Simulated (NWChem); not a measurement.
System: SiH4O4; SMILES O[Si](O)(O)O

The following NWChem deck was run.

```
start job
memory heap 200 mb stack 900 mb global 1100 mb
geometry units angstroms noautosym nocenter noautoz
  O     -0.264927    -1.379169     0.867021
  Si     0.000000     0.000000     0.000000
  O      1.379169    -0.264927    -0.867021
  O     -1.379169     0.264927    -0.867021
  O      0.264927     1.379169     0.867021
  H      0.542021    -1.832967     1.148635
  H      1.832967     0.542021    -1.148635
  H     -1.832967    -0.542021    -1.148635
  H     -0.542021     1.832967     1.148635
end
basis spherical
  O library 6-31g*
  Si library 6-31g*
  H library 6-31g*
end
dft
  xc xcamb88 1.00 lyp 0.81 vwn_5 0.19 hfexch 1.00
  cam 0.33 cam_alpha 0.19 cam_beta 0.46
  iterations 150
end
property
  efieldgrad
end
task dft property
```

Geometry: optimised at B3LYP/6-31G* (spherical d).

Vzz is the largest principal value of the second derivative of the potential at the nucleus (NWChem prints the opposite sign); η is the asymmetry. Non-relativistic.

Atoms are numbered as in the input.

Question: What results follow from this input? (CAM-B3LYP/6-31G* (spherical d).) Quantities: Vzz O5 (a.u.); η O5.

Answer: 
```yaml
Vzz O5 (a.u.): 1.364
"η O5": 0.57
```
